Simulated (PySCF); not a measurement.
## Solvent effects on NMR parameters

Structure with atom numbers: `[AlH2:1][c:2]1[cH:3][cH:4][cH:5][o:6]1`; H(Xn) means a hydrogen on atom n.

GIAO PBE0/pcSseg-1 in PySCF 2.14 on one PBE0-D3(BJ)/def2-SVP conformer, non-relativistic, equivalent nuclei averaged. Solvents enter as an IEF-PCM continuum (benzene with ε = 2.3, dichloromethane with ε = 8.9) around the gas-phase geometry. Shifts are referred to AlH4-, TMS computed in the same medium.

In benzene, δ in ppm: Al1 166.2, C2 163.8, C5 152.9, C3 128.0, C4 114.7, H(C5) 7.86, H(C3) 7.03, H(C4) 6.70, H(Al1) 5.27. Dipole moment 0.91 D.

Task: How does each δ change in the more polar medium?

Result: 
```json
{"atoms": "Al1", "environment": "aluminium bonded to C, 2 H", "Δδ, dichloromethane": "-13.9"}
{"atoms": "C2", "environment": "substituted aromatic carbon next to the ring oxygen", "Δδ, dichloromethane": "+1.0"}
{"atoms": "C5", "environment": "aromatic CH next to the ring oxygen", "Δδ, dichloromethane": "+0.9"}
{"atoms": "C3", "environment": "aromatic CH", "Δδ, dichloromethane": "+0.8"}
{"atoms": "C4", "environment": "aromatic CH", "Δδ, dichloromethane": "+0.4"}
{"atoms": "H(C5)", "environment": "hydrogen on an aromatic CH next to the ring oxygen", "Δδ, dichloromethane": "+0.09"}
{"atoms": "H(C3)", "environment": "hydrogen on an aromatic CH", "Δδ, dichloromethane": "+0.14"}
{"atoms": "H(C4)", "environment": "hydrogen on an aromatic CH", "Δδ, dichloromethane": "+0.09"}
{"atoms": "H(Al1)", "environment": "hydrogen on an aluminium bonded to C", "Δδ, dichloromethane": "-0.21"}
```

Changes are relative to benzene. The dipole moment becomes 0.99 D in dichloromethane.

Task: Which nuclei move most (in ppm), and what does the model miss?

Result: Al1 (aluminium bonded to C, 2 H, -13.9 ppm) in dichloromethane. A continuum only polarises the solute; specific hydrogen bonds, the anisotropy of aromatic solvents and changes of geometry or conformer are outside it.
